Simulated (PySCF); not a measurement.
## Multinuclear NMR of C₄H₅O₂P

Structure with atom numbers: `[CH3:1][O:2][c:3]1[o:4][cH:5][cH:6][p:7]1`. Hydrogens are named by the atom that carries them.

PySCF calculation with σ from GIAO-PBE0/pcSseg-1 and structure optimised with GFN2-xTB; no solvent model, one conformer, non-relativistic Hamiltonian, averaged over atoms made equivalent by symmetry, fast rotation or ring inversion.

Q: Predict the $^{31}$P NMR data.

A: 
```json
{"atoms": "P7", "environment": "phosphorus bonded to 2 C, in a 5-membered ring", "σ (ppm)": "317.3", "δ (ppm)": "7.2"}
```

Shieldings were converted by a linear fit to measured shifts: $^{31}$P: δ = 270.09 − 0.828σ (rms 18.1 ppm, 64 shifts vs H3PO4, solution or neat liquid). A few per cent of atoms miss by over 2 rms, more outside the fitted compound classes.

On a 600 MHz spectrometer $^{31}$P resonates near 242.9 MHz, so 1 ppm is 242.9 Hz.

Q: Where does $^{17}$O resonate?

A: 
```json
{"atoms": "O4", "environment": "aromatic ring oxygen", "σ (ppm)": "10.0", "δ (ppm)": "257.6"}
{"atoms": "O2", "environment": "ether oxygen", "σ (ppm)": "177.5", "δ (ppm)": "105.0"}
```

Shieldings were converted by a linear fit to measured shifts: $^{17}$O (scatter 10.7 ppm rms, 12.2 ppm with the 3 outliers that the fit left out vs liquid water, solution or neat liquid). Occasional misses reach two or three times the rms, and more in compound classes unlike the fitted ones.

On a 500 MHz spectrometer $^{17}$O resonates near 67.8 MHz, so 1 ppm is 67.8 Hz.
